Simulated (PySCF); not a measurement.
H6ClNSi2, SMILES Cl[SiH2][SiH2]N (CAM-B3LYP/def2-SVP optimised geometry):

```
10

N      1.847    -1.489     0.000
Si     1.121     0.081     0.000
Si    -1.233     0.081     0.000
Cl    -1.885     2.064     0.000
H      1.865    -2.064     0.835
H      1.885    -2.053    -0.841
H      1.563     0.816     1.218
H      1.563     0.810    -1.222
H     -1.803    -0.590    -1.201
H     -1.805    -0.590     1.201
```

Calculation: CAM-B3LYP/def2-TZVP in PySCF.

Question: What are the frontier orbital energies and the dipole moment?

Answer: HOMO-2 -10.25 eV, HOMO-1 -10.13 eV, HOMO -8.41 eV, LUMO 0.29 eV, LUMO+1 1.53 eV; dipole moment 2.92 D.

On the same geometry PBE/def2-TZVP in PySCF gives HOMO-2 -7.40 eV, HOMO-1 -7.37 eV, HOMO -5.84 eV, LUMO -1.56 eV, LUMO+1 -0.43 eV; dipole moment 2.89 D.

Meta-Löwdin charges at CAM-B3LYP/def2-TZVP: N1 -0.74, Si2 0.55, Si3 0.42, Cl4 -0.32, H5 0.24, H6 0.24, H7 -0.10, H8 -0.10, H9 -0.09, H10 -0.09.
